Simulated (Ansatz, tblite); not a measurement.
Removing an electron: [VBr4]- (VBr₄⁻). The state is a triplet with charge -1. Geometry: r2SCAN-D4/def2-SVPD. Ansatz, gas phase; energy differences of separate SCF runs; the oxidised species is a doublet (the quartet lies 1.21 eV higher at PBE0-D4/def2-TZVPD).

Cartesian coordinates in Å:
```
V 0.000 0.000 0.000
Br 2.047 -1.226 -0.189
Br -1.415 -1.054 1.617
Br -1.105 0.039 -2.123
Br 0.473 2.242 0.694
```

The xTB rows come from tblite. HOMO above LUMO, or a gap near zero within one spin, warns that the state may not be the lowest or that an electron is smeared out.

```
             level  −HOMO (eV)  vertical IE (eV)  −LUMO (eV)  HOMO–LUMO gap (eV)
          GFN1-xTB           –              7.06           –                   –
          GFN2-xTB           –              8.56           –                   –
PBE0-D4/def2-TZVPD        3.31              4.56       -0.98                4.29
```

Task: Estimate the rows for PBE-D4/def2-TZVPD, r2SCAN-D4/def2-TZVPD.

Result: 
| level | −HOMO (eV) | vertical IE (eV) | −LUMO (eV) | HOMO–LUMO gap (eV) | remarks |
| --- | --- | --- | --- | --- | --- |
| PBE-D4/def2-TZVPD | 1.01 | 3.54 | -0.15 | 1.16 | gap within one spin near zero (doublet) |
| r2SCAN-D4/def2-TZVPD | 1.71 | 4.04 | -0.14 | 1.85 | – |

  HOMO and LUMO are the levels of the spin that leaves or enters (xTB has no such levels and no spin-polarisation term). Other spin states of the ions may lie lower, which would lower the ionisation energy or raise the affinity. Raw xTB energy differences between charge states are shifted by several eV; the methods need an empirical correction for them.
